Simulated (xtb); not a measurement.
Harmonic IR lines of one isomer of C₃H₇N, unscaled. Computed with xtb 6.7.1 with GFN2-xTB.

```json
[
 {"wavenumber (cm⁻¹)": "300", "relative intensity": "8.5"},
 {"wavenumber (cm⁻¹)": "425", "relative intensity": "7.4"},
 {"wavenumber (cm⁻¹)": "686", "relative intensity": "100"},
 {"wavenumber (cm⁻¹)": "754", "relative intensity": "4.9"},
 {"wavenumber (cm⁻¹)": "1094", "relative intensity": "11"},
 {"wavenumber (cm⁻¹)": "1170", "relative intensity": "5.7"},
 {"wavenumber (cm⁻¹)": "1290", "relative intensity": "5.2"},
 {"wavenumber (cm⁻¹)": "1356", "relative intensity": "15"},
 {"wavenumber (cm⁻¹)": "1514", "relative intensity": "11"},
 {"wavenumber (cm⁻¹)": "1734", "relative intensity": "36"},
 {"wavenumber (cm⁻¹)": "2975", "relative intensity": "14"},
 {"wavenumber (cm⁻¹)": "3004", "relative intensity": "10"},
 {"wavenumber (cm⁻¹)": "3024", "relative intensity": "11"},
 {"wavenumber (cm⁻¹)": "3060", "relative intensity": "10"},
 {"wavenumber (cm⁻¹)": "3092", "relative intensity": "19"}
]
```

**Question.** Say which structure gives these lines.
(A) `C/C=C/N`
(B) `C=CCN`
(C) `C=C(C)N`
(D) `C/C=C\N`

**Answer.** D, `C/C=C\N`
